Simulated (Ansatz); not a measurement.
BiI$_{3}$, triplet, geometry from GFN2-xTB (such geometries of metal compounds can be far from the true shape) (a higher spin typed on purpose: for a closed-shell molecule this is an excited state) (core potentials on Bi, I); PBE/def2-SV(P) run with Ansatz (a quantum-chemistry and plane-wave program).

Ansatz was given this input:
Ansatz 0.2 input:
```yaml
crystal:
  periodic: [false, false, false]
  atoms:
    - {symbol: Bi, position_ang: [-0.19221900, -0.15333299, -0.01028998]}
    - {symbol: I, position_ang: [0.91037393, -2.89185738, 0.04799698]}
    - {symbol: I, position_ang: [2.00172748, 1.59677686, 0.10715770]}
    - {symbol: I, position_ang: [-2.61107920, 1.53520576, -0.13904017]}
basis:
  gaussian:
    orbitals: def2-SV_P_.json
hamiltonian:
  xc: pbe
magnetization: {spin_polarized: true, initial_magnetization: 2}
```
The basis file holds def2-SV(P) in the JSON format of the Basis Set Exchange.

**Question.** Predict the main parts of the log of this Ansatz run.

**Answer.** 
```
Functional definition: PBE
1224 factors; their error is unknown
mean field evaluation 1: about -30144.3012 eV, gradient 8.2e0 eV
mean field evaluation 2: about -30141.7890 eV, gradient 2.0e1 eV
mean field evaluation 4: about -30144.8265 eV, gradient 1.4e0 eV
mean field evaluation 8: about -30144.8242 eV, gradient 2.5e-2 eV
mean field evaluation 16: about -30144.8242 eV, gradient 2.6e-5 eV
mean field evaluation 32: about -30144.4507 eV, gradient 3.6e-2 eV
mean field evaluation 64: about -30144.3391 eV, gradient 2.5e-1 eV
mean field evaluation 96: about -30144.4452 eV, gradient 5.4e-1 eV
mean field evaluation 128: about -30144.8082 eV, gradient 9.4e-1 eV
mean field evaluation 160: about -30143.9844 eV, gradient 7.9e-1 eV
mean field -30144.82418979 eV, -1107.8018560791 hartree, gradient 1.2e-5 eV, S^2 2.001855; 15 other end points of the search recorded, 0 dependent functions left out
reference -30144.82422291 eV, -1107.8018572964 hartree; 50, 48 occupied and 54, 56 virtual orbitals, 1224 factors
Total energy: -30144.82422291 eV, -1107.8018572964 hartree
```
